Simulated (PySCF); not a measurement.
Computed shifts of a molecule C3H10OSi, PySCF with B3LYP/pcSseg-1, GIAO, gas phase, equivalent atoms averaged, in ppm (number of nuclei): ¹³C: 68.6 (1), 34.3 (2). ²⁹Si: -51.7 (1). ¹H: 4.08 (3), 1.60 (6), -0.03 (1). References: ¹³C against TMS (σ = 181.3 ppm); ¹⁷O against H2O (σ = 333.8 ppm); ²⁹Si against TMS (σ = 338.7 ppm); ¹H against TMS (σ = 31.68 ppm), references at their B3LYP-D3(BJ)/def2-TZVP geometries, non-relativistic. The structure is a stationary point at B3LYP-D3(BJ)/def2-SVP. One conformer was computed; it need not be the lowest.

Task: Pick the molecule that these values belong to.
(A) CC(C)(O)[SiH3]
(B) CC[SiH2]OC
(C) C[SiH2]CCO
(D) CC[C@H](O)[SiH3]

Result: A, CC(C)(O)[SiH3]
